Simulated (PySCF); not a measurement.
Compound: C4H14N2SSi2.
Numbering: `[CH3:1][NH:2][Si@@H:3]1[CH2:4][CH2:5][CH2:6][Si@@H:7]([SH:8])[NH:9]1`

NICS is the negative of the GIAO shielding at a point without a nucleus: at the ring centre (0) and 1 Å above and below it (1); zz is the component along the ring normal. Level: GIAO PBE0/pcSseg-1 (PySCF, non-relativistic, gas phase) on the GFN2-xTB geometry, one conformer.

Ring bond lengths (Å), with Mayer bond orders in brackets: Si3–C4 1.894 (0.88), C4–C5 1.527 (1.04), C5–C6 1.528 (1.03), C6–Si7 1.889 (0.92), Si7–N9 1.719 (1.00), N9–Si3 1.736 (0.92).

Problem. Give the NICS values of each ring in ppm.

Solution. 
```json
{"ring": "Si3–C4–C5–C6–Si7–N9", "type": "6-membered ring with N and 2 Si; formal bonds all single", "NICS(0)": "-2.0", "NICS(1), two faces": "-1.7 / -1.3", "NICS(1)zz, two faces": "4.6 / 3.7", "rms pucker (Å)": "0.23", "centre to ring atoms, mean (Å)": "1.67"}
```

Problem. What do they say, and how far can they be read as aromaticity?

Solution. 
- Si3–C4–C5–C6–Si7–N9: mean NICS(1)zz 4.2 ppm, deshielded. Si3, C4, C5, C6, Si7 have four or more neighbours; no verdict on aromaticity is drawn.
